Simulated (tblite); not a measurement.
Parent: `[Cl:1][CH2:2][SiH2:3][c:4]1[cH:5][cH:6][cH:7][cH:8][n:9]1` with Cl1–C2–Si3–C4 180°, C2–Si3–C4–C5 180°, C6H8ClNSi.

Structures optimised with GFN2-xTB, isolated species. One conformer each, not checked by frequencies here.

| coordinate of the parent | value |
| --- | --- |
| Cl1–C2 | 1.784 Å |
| C2–Si3 | 1.905 Å |
| Si3–C4 | 1.892 Å |
| C4–C5 | 1.392 Å |
| C5–C6 | 1.384 Å |
| C6–C7 | 1.386 Å |
| C7–C8 | 1.387 Å |
| C8–N9 | 1.319 Å |
| C4–N9 | 1.332 Å |
| Cl1–C2–Si3 | 109.2° |
| C2–Si3–C4 | 106.8° |
| Si3–C4–C5 | 122.9° |
| Si3–C4–N9 | 115.6° |
| C5–C4–N9 | 121.5° |
| C4–C5–C6 | 119.4° |
| C5–C6–C7 | 118.6° |
| C6–C7–C8 | 118.0° |
| C7–C8–N9 | 123.4° |
| C4–N9–C8 | 119.1° |

How does the shared frame change in `[Cl:1][CH2:2][CH2:3][SiH2:4][c:5]1[cH:6][cH:7][cH:8][cH:9][n:10]1` with Cl1–C2–C3–Si4 -176°, C2–C3–Si4–C5 61°, C3–Si4–C5–C6 126°, C7H10ClNSi? Atoms pair as C2 = C3, Si3 = Si4, C4 = C5, C5 = C6, C6 = C7, C7 = C8, C8 = C9, N9 = N10 (parent first).

```tsv
parent	relative	value in the relative	change
C2–Si3	C3–Si4	1.909 Å	+0.004
Si3–C4	Si4–C5	1.895 Å	+0.003
C4–C5	C5–C6	1.392 Å	0.000
C5–C6	C6–C7	1.385 Å	+0.001
C6–C7	C7–C8	1.385 Å	-0.001
C7–C8	C8–C9	1.387 Å	0.000
C8–N9	C9–N10	1.319 Å	0.000
C4–N9	C5–N10	1.333 Å	+0.001
C2–Si3–C4	C3–Si4–C5	108.7°	+1.9
Si3–C4–C5	Si4–C5–C6	124.4°	+1.5
Si3–C4–N9	Si4–C5–N10	114.3°	-1.3
C5–C4–N9	C6–C5–N10	121.3°	-0.2
C4–C5–C6	C5–C6–C7	119.4°	0.0
C5–C6–C7	C6–C7–C8	118.7°	+0.1
C6–C7–C8	C7–C8–C9	118.0°	0.0
C7–C8–N9	C8–C9–N10	123.4°	0.0
C4–N9–C8	C5–N10–C9	119.3°	+0.2
```

Of the parent's bonds, C2–Si3 and Si3–C4 change most and about equally (+0.003 to +0.004 Å). Bonds of the relative outside the shared frame: Cl1–C2 1.793, C2–C3 1.511 Å. Point group Cs → C1.

How does the shared frame change in `[Cl:1][SiH2:2][SiH2:3][c:4]1[cH:5][cH:6][cH:7][cH:8][n:9]1` with Cl1–Si2–Si3–C4 179°, Si2–Si3–C4–C5 -179°, C5H8ClNSi2? Atoms pair as Si3 = Si3, C4 = C4, C5 = C5, C6 = C6, C7 = C7, C8 = C8, N9 = N9 (parent first).

```
   parent   relative  value in the relative  change
   Si3–C4     Si3–C4                1.891 Å  -0.001
    C4–C5      C4–C5                1.389 Å  -0.003
    C5–C6      C5–C6                1.385 Å  +0.001
    C6–C7      C6–C7                1.386 Å   0.000
    C7–C8      C7–C8                1.387 Å   0.000
    C8–N9      C8–N9                1.320 Å  +0.001
    C4–N9      C4–N9                1.333 Å  +0.001
Si3–C4–C5  Si3–C4–C5                 125.8°    +2.9
Si3–C4–N9  Si3–C4–N9                 112.7°    -2.9
 C5–C4–N9   C5–C4–N9                 121.5°     0.0
 C4–C5–C6   C4–C5–C6                 119.3°    -0.1
 C5–C6–C7   C5–C6–C7                 118.7°    +0.1
 C6–C7–C8   C6–C7–C8                 118.1°    +0.1
 C7–C8–N9   C7–C8–N9                 123.2°    -0.2
 C4–N9–C8   C4–N9–C8                 119.2°    +0.1
```

No shared bond changes by more than 0.004 Å. Bonds of the relative outside the shared frame: Cl1–Si2 2.041, Si2–Si3 2.310 Å. Point group Cs → Cs.

How does the shared frame change in `[Cl:1][CH2:2][SiH2:3][c:4]1[n:5][cH:6][cH:7][cH:8][c:9]1[Cl:10]` with Cl1–C2–Si3–C4 180°, C2–Si3–C4–N5 0°, C6H7Cl2NSi? Atoms pair as Cl1 = Cl1, C2 = C2, Si3 = Si3, C4 = C4, C5 = C9, C6 = C8, C7 = C7, C8 = C6, N9 = N5 (parent first).

```tsv
parent	relative	value in the relative	change
Cl1–C2	Cl1–C2	1.783 Å	-0.001
C2–Si3	C2–Si3	1.904 Å	-0.001
Si3–C4	Si3–C4	1.893 Å	+0.001
C4–C5	C4–C9	1.392 Å	0.000
C5–C6	C9–C8	1.385 Å	+0.001
C6–C7	C8–C7	1.386 Å	0.000
C7–C8	C7–C6	1.388 Å	+0.001
C8–N9	C6–N5	1.320 Å	+0.001
C4–N9	C4–N5	1.327 Å	-0.005
Cl1–C2–Si3	Cl1–C2–Si3	108.8°	-0.4
C2–Si3–C4	C2–Si3–C4	106.0°	-0.8
Si3–C4–C5	Si3–C4–C9	121.4°	-1.5
Si3–C4–N9	Si3–C4–N5	118.1°	+2.5
C5–C4–N9	C9–C4–N5	120.5°	-1.0
C4–C5–C6	C4–C9–C8	120.6°	+1.2
C5–C6–C7	C9–C8–C7	117.6°	-1.0
C6–C7–C8	C8–C7–C6	118.3°	+0.3
C7–C8–N9	C7–C6–N5	123.3°	-0.1
C4–N9–C8	C4–N5–C6	119.6°	+0.5
```

Of the parent's bonds, C4–N9 changes most (-0.005 Å). Bonds of the relative outside the shared frame: C9–Cl10 1.721 Å. Point group Cs → Cs.

How does the shared frame change in `[Cl:1][CH:2]([Cl:3])[SiH2:4][c:5]1[cH:6][cH:7][cH:8][cH:9][n:10]1` with Cl1–C2–Si4–C5 -66°, C2–Si4–C5–C6 135°, C6H7Cl2NSi? Atoms pair as Cl1 = Cl3, C2 = C2, Si3 = Si4, C4 = C5, C5 = C6, C6 = C7, C7 = C8, C8 = C9, N9 = N10 (parent first).

| parent | relative | value in the relative | change |
| --- | --- | --- | --- |
| Cl1–C2 | Cl3–C2 | 1.773 Å | -0.011 |
| C2–Si3 | C2–Si4 | 1.923 Å | +0.018 |
| Si3–C4 | Si4–C5 | 1.890 Å | -0.002 |
| C4–C5 | C5–C6 | 1.390 Å | -0.002 |
| C5–C6 | C6–C7 | 1.385 Å | +0.001 |
| C6–C7 | C7–C8 | 1.385 Å | -0.001 |
| C7–C8 | C8–C9 | 1.388 Å | +0.001 |
| C8–N9 | C9–N10 | 1.319 Å | 0.000 |
| C4–N9 | C5–N10 | 1.333 Å | +0.001 |
| Cl1–C2–Si3 | Cl3–C2–Si4 | 110.6° | +1.4 |
| C2–Si3–C4 | C2–Si4–C5 | 103.9° | -2.9 |
| Si3–C4–C5 | Si4–C5–C6 | 125.4° | +2.5 |
| Si3–C4–N9 | Si4–C5–N10 | 112.9° | -2.7 |
| C5–C4–N9 | C6–C5–N10 | 121.7° | +0.2 |
| C4–C5–C6 | C5–C6–C7 | 119.1° | -0.3 |
| C5–C6–C7 | C6–C7–C8 | 118.7° | +0.1 |
| C6–C7–C8 | C7–C8–C9 | 118.1° | +0.1 |
| C7–C8–N9 | C8–C9–N10 | 123.3° | -0.1 |
| C4–N9–C8 | C5–N10–C9 | 119.1° | 0.0 |

Of the parent's bonds, C2–Si3 changes most (+0.018 Å). Bonds of the relative outside the shared frame: Cl1–C2 1.777 Å. Point group Cs → C1.

The numbers are calculated, not measured.
